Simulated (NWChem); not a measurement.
Molecule: C2H3ClOSi; SMILES [Si@@H]1(Cl)OC=C1

```xyz
8

Cl    -0.0353     1.8679    -0.2690
Si    -0.0790    -0.0123     0.5779
C     -1.0874    -1.3466    -0.1764
C      0.1142    -1.8937    -0.4547
O      1.1524    -1.0536    -0.0436
H      0.0165     0.1743     2.0405
H     -2.0766    -1.7384    -0.3558
H      0.4176    -2.8332    -0.9131
```
Atoms are numbered in this order, from 1.

Results from NWChem. Pople sets run with spherical d functions. Structure relaxed at the B3LYP/6-31G* (spherical d) level. Level: PBE0/6-31+G*; the question gives the wavelength of the field.

Task: Predict the results for field 589 nm. Quantities: isotropic polarisability (bohr³); anisotropy (bohr³).

Result: 
```
Property                          Result
--------------------------------  ------
isotropic polarisability (bohr³)    57.8
anisotropy (bohr³)                  21.1
```
